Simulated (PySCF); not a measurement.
**Relaxation of singlet AsOF**

Computed with PBE0/[As def2-TZVP, O def2-TZVP, F def2-TZVP], no relativity, density fitting, PySCF. A (50,194) grid was used.

A hand-made linear start, of C∞v symmetry, held to at least that symmetry:

```xyz
3
charge 0 multiplicity 1, angstrom
As    0.0000    0.0000   -0.0709
O     0.0000    0.0000   -1.7809
F     0.0000    0.0000    1.7791
```

At each step, columns x, y, z (Å) and Fx, Fy, Fz (eV/Å):

```
step 0  E − E(last) = 18.96 kJ/mol
As   0.000   0.000  -0.071   0.000   0.000  -3.942
O    0.000   0.000  -1.781   0.000   0.000   3.470
F    0.000   0.000   1.779   0.000   0.000   0.472
step 1  E − E(last) = 3.35 kJ/mol
As   0.000   0.000  -0.124   0.000   0.000   1.379
O    0.000   0.000  -1.706   0.000   0.000  -1.853
F    0.000   0.000   1.757   0.000   0.000   0.475
step 2  E − E(last) = 0.24 kJ/mol
As   0.000   0.000  -0.116   0.000   0.000  -0.520
O    0.000   0.000  -1.739   0.000   0.000   0.446
F    0.000   0.000   1.782   0.000   0.000   0.074
step 3  E − E(last) = 0.00 kJ/mol
As   0.000   0.000  -0.121   0.000   0.000  -0.071
O    0.000   0.000  -1.736   0.000   0.000   0.049
F    0.000   0.000   1.784   0.000   0.000   0.021
step 4  E − E(last) = 0.00 kJ/mol
As   0.000   0.000  -0.122   0.000   0.000   0.000
O    0.000   0.000  -1.736   0.000   0.000  -0.003
F    0.000   0.000   1.785   0.000   0.000   0.003
```

It ends at C∞v with As–F 1.907 Å, As–O 1.614 Å; F–As–O 180.0°. A frequency run shows 2 imaginary modes (one degenerate set), down to 332i cm⁻¹, so it is a higher-order saddle point. Other isomers or separated fragments may lie lower.

The relaxation took roughly 18 core-seconds on a shared host.
